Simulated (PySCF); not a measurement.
Compound: C7H13OPSi.
SMILES with atom numbers: `[CH2:1]=[C:2]([CH:3]1[CH2:4][CH2:5]1)[Si@:6]1([PH2:7])[CH2:8][CH2:9][O:10]1`

NICS is the negative of the GIAO shielding at a point without a nucleus: at the ring centre (0) and 1 Å above and below it (1); zz is the component along the ring normal. Level: GIAO PBE0/pcSseg-1 (PySCF, non-relativistic, gas phase) on the GFN2-xTB geometry, one conformer.

Ring bond lengths (Å), with Mayer bond orders in brackets: C3–C4 1.505 (0.94), C4–C5 1.491 (0.97), C5–C3 1.507 (0.93); Si6–C8 1.917 (0.90), C8–C9 1.525 (1.01), C9–O10 1.426 (0.88), O10–Si6 1.669 (1.01).

Question: What do the NICS probes read (ppm)?

Answer: 
```tsv
ring	type	NICS(0)	NICS(1), two faces	NICS(1)zz, two faces	rms pucker (Å)	centre to ring atoms, mean (Å)
C3–C4–C5	3-membered carbocycle; formal bonds all single	-42.6	-8.5 / -8.1	-24.7 / -26.0	0.00	0.87
Si6–C8–C9–O10	4-membered ring with O and Si; formal bonds all single	-1.7	-0.2 / 0.0	3.2 / 3.4	0.01	1.15
```

Question: What can be read from them?

Answer: 
- C3–C4–C5: mean NICS(1)zz -25.3 ppm, shielded. C3, C4, C5 have four or more neighbours, so the value isn't read as a sign of a π ring current. NICS(0) lies 34 ppm below the mean NICS(1).
- Si6–C8–C9–O10: mean NICS(1)zz 3.3 ppm, deshielded. Si6, C8, C9 have four or more neighbours; no verdict on aromaticity is drawn.

Question: What is the mean of the two in-plane components of NICS at the first NICS(1) probe listed for ring C3–C4–C5, 1 Å off the ring?

Answer: The isotropic value is a third of the trace: (3 × -8.5 − (-24.7))/2 = -0.4 ppm.

Question: List the ring angles and the Hirshfeld charges of the ring atoms.

Answer: 
- C3–C4–C5: C3 59.3° (-0.043 e), C4 60.4° (-0.088 e), C5 60.2° (-0.088 e); sum 180.0° against 180° for a flat convex ring.
- Si6–C8–C9–O10: Si6 78.6° (+0.394 e), C8 83.7° (-0.175 e), C9 101.2° (0.000 e), O10 96.5° (-0.258 e); sum 360.0° against 360° for a flat convex ring.

Question: What are the shieldings of the ring atoms and their hydrogens in the same run (means over atoms taken as equivalent)?

Answer: 
| atoms | environment | σ isotropic (ppm) | principal values of the symmetric part, first atom (ppm) |
| --- | --- | --- | --- |
| C3 | allylic carbon | 164.1 | 128.3, 144.1, 219.9 |
| C4 | three-membered-ring carbon | 176.9 | 146.9, 173.9, 210.0 |
| C5 | three-membered-ring carbon | 177.9 | 148.5, 175.2, 210.1 |
| Si6 | oxygen-bound silicon | 301.9 | 243.8, 291.0, 370.8 |
| C8 | sp3 carbon bound to silicon | 159.8 | 125.3, 165.6, 188.4 |
| C9 | sp3 carbon bound to oxygen | 117.5 | 86.6, 99.0, 166.8 |
| O10 | silyl ether oxygen | 259.3 | 215.1, 243.3, 319.5 |
| H on C3 | methine hydrogen | 30.20 | 23.6, 28.1, 38.9 |
| H on C4 | methylene hydrogen | 30.97 | 24.7, 26.9, 41.3 |
| H on C4 | methylene hydrogen | 31.52 | 23.7, 28.6, 42.3 |
| H on C5 | methylene hydrogen | 31.33 | 24.3, 29.9, 39.8 |
| H on C5 | methylene hydrogen | 31.03 | 25.0, 26.5, 41.6 |
| H on C8 | methylene hydrogen | 29.59 | 27.1, 27.8, 33.8 |
| H on C8 | methylene hydrogen | 29.76 | 26.8, 28.7, 33.8 |

The list is cut; further classes of hydrogen are left out.

The values belong to the conformer `[CH2:1]=[C:2]([CH:3]1[CH2:4][CH2:5]1)[Si@:6]1([PH2:7])[CH2:8][CH2:9][O:10]1`: C1–C2–C3–C4 150°, C1–C2–Si6–P7 -112°, H–P7–Si6–C2 21°, H–P7–Si6–C2 114°.
